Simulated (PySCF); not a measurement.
A geometry optimisation, step by step.

CH₇NO₂Si.
Atom-mapped SMILES: `[CH3:1][NH:2][SiH:3]([OH:4])[OH:5]` (hydrogens: H6, H7, H8 on C1; H9 on N2; H10 on Si3; H11 on O4; H12 on O5)

Method: PySCF, PBE0-D3(BJ)/def2-SVP geometry optimisation, gas phase; density fitting, grid level 1; the optimiser is geomeTRIC in internal coordinates, started from a GFN2-xTB structure with every atom displaced at random (about 0.01 Å). 6 of its 28 geometries are shown. The frame can shift and turn from step to step; on so coarse a grid that alone can change the energy by a few meV, and forces under 0.02 eV/Å are noise.

Step 0: E = -14597.2592 eV, largest atomic force 3.657 eV/Å
```
atom  x, y, z in Å  |  force x, y, z in eV/Å
C1      1.763    0.036    0.351   -1.266   1.945  -0.795
N2      0.534    0.613   -0.224    0.536  -1.018   0.693
Si3    -0.951   -0.262   -0.395    2.178  -0.262   0.519
O4     -1.894    0.714   -1.220   -3.220   1.604  -0.655
O5     -1.621   -0.531    1.059   -0.433  -0.413   1.440
H6      2.298   -0.556   -0.364    0.751  -0.777  -0.577
H7      2.409    0.862    0.692    0.129  -0.164   0.114
H8      1.495   -0.553    1.198   -0.107  -0.802   1.046
H9      0.747    1.261   -0.955   -0.033   0.545  -0.534
H10    -0.825   -1.543   -1.078    0.168  -0.664  -0.339
H11    -2.811    0.840   -0.854    1.511  -0.140  -0.655
H12    -1.104   -0.911    1.781   -0.213   0.146  -0.258
```

Step 5: E = -14597.5317 eV, largest atomic force 0.199 eV/Å
```
atom  x, y, z in Å  |  force x, y, z in eV/Å
C1      1.767   -0.047    0.176    0.072   0.008  -0.002
N2      0.539    0.540   -0.292   -0.057  -0.059   0.041
Si3    -0.983   -0.265   -0.310    0.125  -0.059  -0.020
O4     -2.043    0.651   -1.177   -0.102   0.109  -0.133
O5     -1.629   -0.424    1.212   -0.052  -0.046   0.060
H6      2.346   -0.581   -0.603    0.006   0.014  -0.021
H7      2.437    0.704    0.628   -0.010   0.007  -0.006
H8      1.560   -0.784    0.969   -0.011  -0.010   0.006
H9      0.646    1.326   -0.921    0.012   0.022  -0.005
H10    -0.879   -1.606   -0.951   -0.014  -0.003   0.042
H11    -2.659    1.182   -0.665    0.020  -0.017   0.042
H12    -1.062   -0.722    1.928    0.010   0.034  -0.005
```

Step 11: E = -14597.6090 eV, largest atomic force 0.161 eV/Å
```
atom  x, y, z in Å  |  force x, y, z in eV/Å
C1      1.834   -0.095   -0.138    0.026   0.009  -0.003
N2      0.522    0.501   -0.115   -0.023  -0.040  -0.040
Si3    -0.982   -0.324   -0.118   -0.083  -0.003  -0.139
O4     -2.077    0.345   -1.172    0.068   0.101   0.094
O5     -1.742   -0.218    1.364   -0.029  -0.020   0.066
H6      2.392    0.130   -1.064    0.017   0.013  -0.015
H7      2.460    0.227    0.715    0.027  -0.008  -0.001
H8      1.754   -1.191   -0.076   -0.033   0.005  -0.007
H9      0.512    1.506   -0.244    0.029   0.031   0.000
H10    -0.714   -1.728   -0.525    0.028   0.002   0.089
H11    -2.777    0.828   -0.720   -0.009  -0.068  -0.055
H12    -1.143   -0.008    2.086   -0.020  -0.020   0.009
```

Step 16: E = -14597.6351 eV, largest atomic force 0.080 eV/Å
```
atom  x, y, z in Å  |  force x, y, z in eV/Å
C1      1.852   -0.080   -0.208   -0.067   0.040   0.020
N2      0.555    0.528   -0.032    0.027   0.034  -0.041
Si3    -0.960   -0.268   -0.053    0.002  -0.035  -0.012
O4     -1.967    0.446   -1.161    0.011  -0.012   0.015
O5     -1.808   -0.161    1.379   -0.035   0.051  -0.009
H6      2.357    0.256   -1.131    0.007  -0.014  -0.013
H7      2.536    0.122    0.637    0.006  -0.004   0.002
H8      1.742   -1.172   -0.280    0.018  -0.017  -0.001
H9      0.557    1.541   -0.100    0.002  -0.021   0.035
H10    -0.673   -1.691   -0.378    0.010   0.005  -0.009
H11    -2.874    0.561   -0.861    0.000  -0.004   0.017
H12    -1.278   -0.110    2.179    0.018  -0.022  -0.004
```

Step 22: E = -14597.6421 eV, largest atomic force 0.091 eV/Å
```
atom  x, y, z in Å  |  force x, y, z in eV/Å
C1      1.854    0.002   -0.263    0.011   0.015  -0.016
N2      0.552    0.568   -0.013    0.002  -0.028   0.030
Si3    -0.941   -0.267   -0.032   -0.029   0.020   0.060
O4     -1.975    0.395   -1.144   -0.012  -0.012   0.003
O5     -1.824   -0.155    1.383    0.078  -0.010  -0.046
H6      2.307    0.363   -1.205   -0.003   0.004   0.004
H7      2.571    0.212    0.551   -0.004  -0.002   0.004
H8      1.775   -1.092   -0.346   -0.003   0.000   0.000
H9      0.541    1.580    0.050   -0.012   0.004  -0.009
H10    -0.585   -1.683   -0.328   -0.010  -0.002  -0.013
H11    -2.891    0.425   -0.849    0.003   0.009  -0.018
H12    -1.346   -0.375    2.188   -0.021   0.002   0.001
```

Step 27: E = -14597.6434 eV, largest atomic force 0.027 eV/Å
```
atom  x, y, z in Å  |  force x, y, z in eV/Å
C1      1.852    0.043   -0.294    0.019  -0.013  -0.015
N2      0.551    0.559    0.049   -0.015  -0.010   0.012
Si3    -0.934   -0.288   -0.012    0.022   0.005  -0.011
O4     -1.959    0.368   -1.137   -0.006   0.014  -0.018
O5     -1.823   -0.182    1.393   -0.021  -0.013   0.012
H6      2.269    0.497   -1.212   -0.004   0.001   0.000
H7      2.592    0.187    0.514   -0.002   0.006  -0.001
H8      1.786   -1.041   -0.478   -0.004   0.004   0.005
H9      0.522    1.566    0.173    0.004   0.006   0.004
H10    -0.567   -1.696   -0.330    0.001   0.000   0.006
H11    -2.884    0.383   -0.875   -0.003  -0.003   0.007
H12    -1.366   -0.424    2.203    0.007   0.002  -0.001
```

Problem. Summarise the path.

Solution. The energy falls by 0.3842 eV from step 0 to step 27; nine tenths of that is first reached at step 11. It falls at every step. The largest force goes from 3.657 to 0.027 eV/Å. Among the bonds Si3–O4 changes most, from 1.589 to 1.657 Å; the atoms move by 0.821 Å rms after alignment.

The cost below is that of the whole optimisation. Time: 1.7 min of wall time; peak memory 0.45 GiB. Hardware: one thread, Arm Neoverse V2 (aarch64), no GPU (shared host).
